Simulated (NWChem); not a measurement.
Molecule: SiIF3; SMILES I[Si](F)(F)F

Computed with NWChem. Medium grid unless said otherwise, to which SCAN and Minnesota functionals are sensitive. Geometry: optimised at PBE0/def2-SVP. def2 effective core potentials on I; no spin-orbit coupling.

For level LRC-wPBEh/def2-SVP:

```
Item                         Result
---------------------------  ------
highest occupied level (eV)  -10.46
orbital gap (eV)              11.36
```

### Question
How do the values read with level MN15/def2-SVP instead?

### Answer
| Quantity | Result |
|---|---|
| highest occupied level (eV) | -9.09 |
| orbital gap (eV) | 9.02 |
